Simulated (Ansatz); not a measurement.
Cost and result for the atomization energy of Cl2FH3O2Si2, SMILES `O[Si](O)(Cl)[SiH](F)Cl` (10 atoms, 9 bonds).

```xyz
10

O     1.9726   -0.3204   -0.1802
Si    0.5502    0.2067    0.4267
O     0.3040   -0.4874    1.8727
Cl    0.6370    2.2605    0.5524
Si   -1.3007   -0.3701   -0.8840
F    -1.0090    0.1217   -2.3758
Cl   -2.9591    0.6022   -0.1985
H     2.4287    0.2356   -0.8147
H     0.9851   -0.4324    2.5466
H    -1.6089   -1.8165   -0.9452
```

Total charge 0; spin multiplicity 1. The structure was optimised at the PBE0-D4/def2-TZVP level. It is one conformer, not always the lowest. Program: Ansatz. All runs use 2 threads of an AMD EPYC 7R13 on a shared host and a share of an NVIDIA H100 80 GB. Times are those of one run each, without the atoms' runs, and a repeat can differ threefold. Electronic energies, without spin–orbit coupling; frozen cores. CCSD(T)/CBS adds CCSD(T) − MP2 in def2-TZVPP to the MP2 limit, and its time is that of the two runs behind it. T1 = 0.011. B3LYP takes the VWN-RPA correlation (the form of Gaussian; ORCA's B3LYP/G).

CCSD(T)/CBS is a level of theory with its own doubt, some kJ/mol a heavy atom from the limit and from the frozen cores, so smaller differences don't rank the functionals.

```
                             level  functions  wall time
                PBE0-D4/def2-TZVPP        303      4.9 s
   PBE-D4/def2-TZVPP (with forces)        303      5.5 s
r2SCAN-D4/def2-TZVPP (with forces)        303      5.5 s
                ωB97X-V/def2-TZVPP        303      6.5 s
                 B2PLYP/def2-TZVPP        303        7 s
                    MP2/def2-QZVPP        541      7.5 s
 B3LYP-D4/def2-TZVPP (with forces)        303      7.5 s
  ωB97M-V/def2-TZVPP (with forces)        303      8.5 s
                CCSD(T)/def2-TZVPP        303       14 s
                 CCSD(T)/CBS(def2)          –       21 s
```

(1) What atomization energy does each give, and how far from CCSD(T)/CBS? (An estimate is asked.)

Answers

(1) The calculation gave: 
```json
{"level": "PBE0-D4/def2-TZVPP", "atomization (kcal/mol)": "898.7", "difference from CCSD(T)/CBS": "-14.7", "per bond": "-1.6"}
{"level": "PBE-D4/def2-TZVPP (with forces)", "atomization (kcal/mol)": "919.0", "difference from CCSD(T)/CBS": "5.6", "per bond": "0.6"}
{"level": "r2SCAN-D4/def2-TZVPP (with forces)", "atomization (kcal/mol)": "911.9", "difference from CCSD(T)/CBS": "-1.5", "per bond": "-0.2"}
{"level": "ωB97X-V/def2-TZVPP", "atomization (kcal/mol)": "911.8", "difference from CCSD(T)/CBS": "-1.6", "per bond": "-0.2"}
{"level": "B2PLYP/def2-TZVPP", "atomization (kcal/mol)": "891.6", "difference from CCSD(T)/CBS": "-21.8", "per bond": "-2.4"}
{"level": "MP2/def2-QZVPP", "atomization (kcal/mol)": "934.7", "difference from CCSD(T)/CBS": "21.3", "per bond": "2.4"}
{"level": "B3LYP-D4/def2-TZVPP (with forces)", "atomization (kcal/mol)": "897.0", "difference from CCSD(T)/CBS": "-16.4", "per bond": "-1.8"}
{"level": "ωB97M-V/def2-TZVPP (with forces)", "atomization (kcal/mol)": "911.0", "difference from CCSD(T)/CBS": "-2.4", "per bond": "-0.3"}
{"level": "CCSD(T)/def2-TZVPP", "atomization (kcal/mol)": "879.8", "difference from CCSD(T)/CBS": "-33.6", "per bond": "-3.7"}
{"level": "CCSD(T)/CBS(def2)", "atomization (kcal/mol)": "913.4", "difference from CCSD(T)/CBS": "0.0", "per bond": "0.0"}
```

In def2-TZVPP, CCSD(T) changes the Hartree–Fock value by +228.4 kcal/mol (the triples alone add +16.4 kcal/mol) and MP2 by +263.0 kcal/mol; breaking electron pairs costs correlation energy, which Hartree–Fock lacks. The D4 term adds +13.3 kcal/mol with B3LYP and +7.1 kcal/mol with PBE0; it sums over pairs of atoms, weighted by their polarisabilities, and B3LYP, whose exchange is more repulsive, gets the larger term. From PBE to PBE0 (25 % exact exchange), in def2-TZVPP and without D4, the atomization energy moves by −19.2 kcal/mol: exact exchange takes away binding that semilocal exchange gives to molecules.
